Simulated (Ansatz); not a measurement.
CH6BFGeSi (`[F][GeH]1[CH2][B]1[SiH3]`), relaxed with RKS PBE0-D4/def2-TZVP in Ansatz 0.2.0 from a PBE-D4/def2-SVP geometry. The force threshold is 0.005 eV/Å; the program also tests the step.

Total charge 0; spin multiplicity 1.

Start:

```xyz
11

F    -2.676   -0.824    1.088
Ge   -1.223    0.136    1.376
C     1.169   -0.217    1.058
B     0.240    0.309    0.047
Si    0.126    0.337   -1.948
H    -1.097    0.103    2.933
H     1.131   -0.072    2.156
H     2.036   -0.843    0.767
H    -1.136   -0.318   -2.451
H     0.122    1.759   -2.455
H     1.307   -0.368   -2.571
```

(1) By how much does the energy fall, and how many steps does the optimiser take? (Best estimate.)

(2) Which bonds change most? (Best estimate.)

(3) Give the relaxed structure. (An estimate is asked.)

## Answers

(1) Computed: 0.05 eV, in 8 steps, 1 of them rejected.

(2) The calculation gave: Ge2–C3 from 2.439 to 2.363 Å; F1–Ge2 from 1.765 to 1.740 Å; Ge2–H6 from 1.563 to 1.542 Å; Si5–H10 from 1.510 to 1.490 Å.

(3) The calculation gave: 
```xyz
11

F    -2.565   -0.883    1.092
Ge   -1.186    0.139    1.378
C     1.124   -0.232    1.047
B     0.240    0.339    0.040
Si    0.131    0.348   -1.945
H    -1.100    0.158    2.918
H     1.107   -0.063    2.126
H     1.944   -0.896    0.768
H    -1.115   -0.309   -2.425
H     0.121    1.751   -2.446
H     1.300   -0.350   -2.552
```
